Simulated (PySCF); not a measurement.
## Computed vibrations of [PbCl5]−

[PbCl5]− (singlet). PySCF 2.14.0, RKS BP86, Pb def2-SVP with ECP60, Cl def2-SVP; non-relativistic Hamiltonian with scalar-relativistic core potentials where named; density fitting; no spin-orbit coupling. Central differences of gradients.

```xyz
6

Pb    0.0000    0.0000   -0.0237
Cl    0.0000    0.0000    2.4901
Cl    2.4925    0.0000   -0.5873
Cl    0.0000    2.4925   -0.5873
Cl   -2.4925    0.0000   -0.5873
Cl    0.0000   -2.4925   -0.5873
```

Run from Python with OMP_NUM_THREADS=2. Where DIIS fails, smearing, a level shift and second-order steps follow.
It took 46 s on 2 threads of Arm Neoverse V1 (shared host).

What are the harmonic wavenumbers and infrared intensities?

Modes are labelled in C4v; negative numbers are unstable modes, those under 60 cm⁻¹ near the noise; a finer grid moves soft modes by up to 10 cm⁻¹.
| cm⁻¹ | km/mol | symmetry |
| --- | --- | --- |
| -39 | – | b1 |
| 88 | 0.3 | e |
| 88 | 0.3 | e |
| 103 | 11.5 | a1 |
| 120 | 12.2 | e |
| 120 | 12.2 | e |
| 134 | 0.0 | b2 |
| 236 | 0.0 | b1 |
| 260 | 1.4 | a1 |
| 276 | 59.0 | e |
| 276 | 59.0 | e |
| 292 | 44.5 | a1 |

Is this a minimum?

Probably not: 1 unstable, though so soft as to be near the noise; the lowest moves the atoms so:
```
Pb   0.00  0.00  0.00
Cl   0.00  0.00  0.00
Cl  -0.12  0.00 -0.48
Cl   0.00  0.12  0.48
Cl   0.12  0.00 -0.48
Cl   0.00 -0.12  0.48
```
